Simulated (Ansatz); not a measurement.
The same path of FH6NSi2 (10 atoms, charge 0, multiplicity 1) was run 3 times with different band settings. Lost on the way: Si1–F2, N3–H4. Made: F2–H4.

Computed with RKS r2SCAN-D4/def2-SVP (Ansatz 0.2.0).

Relaxed end points:

```xyz
10
Properties=species:S:1:pos:R:3
Si 0.650 0.555 -0.208
F 1.983 -0.097 -0.912
N -0.561 1.040 -1.320
H -0.482 1.909 -1.841
H 1.119 1.785 0.491
Si -0.237 -1.109 1.179
H -1.134 0.365 -1.816
H -1.314 -0.540 2.048
H 0.814 -1.721 2.049
H -0.838 -2.187 0.330
```

```xyz
10
Properties=species:S:1:pos:R:3
Si -0.313 1.114 0.168
F 0.720 -1.224 -1.482
N 0.108 1.210 -1.401
H 0.546 -0.276 -1.681
H -0.815 2.288 0.956
Si -0.093 -0.997 1.158
H 0.059 2.067 -1.951
H -0.547 -0.808 2.575
H 1.335 -1.407 1.167
H -1.001 -1.967 0.493
```

Common settings: climbing image yes; spring 5.0 eV/Å²; optimiser quadratic models (default); start path through a guess of the saddle point; force threshold 0.05 eV/Å; end points relaxed.

| run | movable images | iteration limit |
| --- | --- | --- |
| 1 | 5 | 60 |
| 2 | 1 | 60 |
| 3 | 5 | 10 |

**Question.** What does each run give, and how far can it be trusted?

**Answer.** Run 1: converged after 28 iterations, highest image 3.281 eV above the first end. The profile has 2 maxima (images 2, 5) with wells between them (image 3): this band takes more than one step, which may be the mechanism or a detour left from its start path. Neighbouring images differ by up to 2.9 eV, so the band resolves the path poorly. A vibrational analysis at the climbing image gives one clearly imaginary mode, 312i cm⁻¹: a first-order saddle point.
Run 2: not converged after 60 iterations, highest image 3.067 eV above the first end. The band didn't meet its force threshold, so its energies are provisional: the largest band force was still 0.52 eV/Å, and over the last iterations the top moved between 3.07 and 3.13 eV. Neighbouring images lie up to 6.1 Å apart, so the band is torn or far too coarse. So few images can step over the top or miss a turn of the path.
Run 3: not converged after 10 iterations, highest image 3.067 eV above the first end. The band didn't meet its force threshold, so its energies are provisional: the largest band force was still 0.59 eV/Å, and over the last iterations the top moved between 3.05 and 3.07 eV.
The orbitals stay closed-shell, which can raise the energy where a bond breaks towards radicals; this wasn't checked here.
